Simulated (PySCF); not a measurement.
BBr2, doublet, at a GFN2-xTB geometry; DF-HF/cc-pVTZ (PySCF).

The PySCF input:
```python
from pyscf import gto, scf

mol = gto.M(
    atom='''
Br   -1.637572   -0.089585    0.005101
B    -0.015494    0.824729   -0.031273
Br    1.639785   -0.028233   -0.000634
''',
    basis='cc-pvtz',
    charge=0,
    spin=1,
    verbose=4,
)

mf = scf.UHF(mol)
mf = mf.density_fit(auxbasis='def2-universal-jkfit')
mf.kernel()
```

The log (banner, timings and long lists left out):

```
PySCF version 2.14.0

[INPUT] verbose = 4
[INPUT] num. atoms = 3
[INPUT] num. electrons = 75
[INPUT] charge = 0
[INPUT] spin (= nelec alpha-beta = 2S) = 1
[INPUT] symmetry False subgroup None
[INPUT] Mole.unit = angstrom
[INPUT] Symbol           X                Y                Z      unit          X                Y                Z       unit  Magmom
[INPUT]  1 Br    -1.637572000000  -0.089585000000   0.005101000000 AA   -3.094562589256  -0.169291114869   0.009639492961 Bohr   0.0
[INPUT]  2 B     -0.015494000000   0.824729000000  -0.031273000000 AA   -0.029279416574   1.558511936986  -0.059097405094 Bohr   0.0
[INPUT]  3 Br     1.639785000000  -0.028233000000  -0.000634000000 AA    3.098744553170  -0.053352637675  -0.001198086363 Bohr   0.0

nuclear repulsion = 297.208724113328
number of shells = 29
number of NR pGTOs = 264
number of NR cGTOs = 116
basis = cc-pvtz
ecp = {}

******** <class 'pyscf.df.df_jk.DFUHF'> ********
method = DFUHF
initial guess = minao
damping factor = 0
level_shift factor = 0
DIIS = <class 'pyscf.scf.diis.CDIIS'>
diis_start_cycle = 1
diis_space = 8
diis_damp = 0
SCF conv_tol = 1e-09
SCF conv_tol_grad = None
SCF max_cycles = 50
direct_scf = False
number electrons alpha = 38  beta = 37
Set gradient conv threshold to 3.16228e-05
******** <class 'pyscf.df.df.DF'> ********
auxbasis = def2-universal-jkfit
init E= -5167.94771031074

cycle= 1 E= -5169.54728618534  delta_E= -1.6  |g|= 0.271  |ddm|= 1.61
cycle= 2 E= -5169.59823761615  delta_E= -0.051  |g|= 0.172  |ddm|= 0.777
cycle= 3 E= -5169.61807479682  delta_E= -0.0198  |g|= 0.0451  |ddm|= 0.133
cycle= 4 E= -5169.62205847603  delta_E= -0.00398  |g|= 0.0188  |ddm|= 0.171
cycle= 5 E= -5169.62275712419  delta_E= -0.000699  |g|= 0.00827  |ddm|= 0.0659
cycle= 6 E= -5169.62292705492  delta_E= -0.00017  |g|= 0.00376  |ddm|= 0.0282
cycle= 7 E= -5169.62296781123  delta_E= -4.08e-05  |g|= 0.00118  |ddm|= 0.0135
cycle= 8 E= -5169.62297147035  delta_E= -3.66e-06  |g|= 0.000329  |ddm|= 0.00343
cycle= 9 E= -5169.62297169987  delta_E= -2.3e-07  |g|= 0.000103  |ddm|= 0.000828
cycle= 10 E= -5169.62297172033  delta_E= -2.05e-08  |g|= 3.73e-05  |ddm|= 0.000227
cycle= 11 E= -5169.6229717234  delta_E= -3.08e-09  |g|= 1.35e-05  |ddm|= 8.54e-05
cycle= 12 E= -5169.62297172386  delta_E= -4.59e-10  |g|= 5.14e-06  |ddm|= 2.96e-05
Extra cycle  E= -5169.6229717239  delta_E= -3.64e-11  |g|= 3.19e-06  |ddm|= 6.14e-06
converged SCF energy = -5169.6229717239  <S^2> = 0.75707107  2S+1 = 2.0070586
```
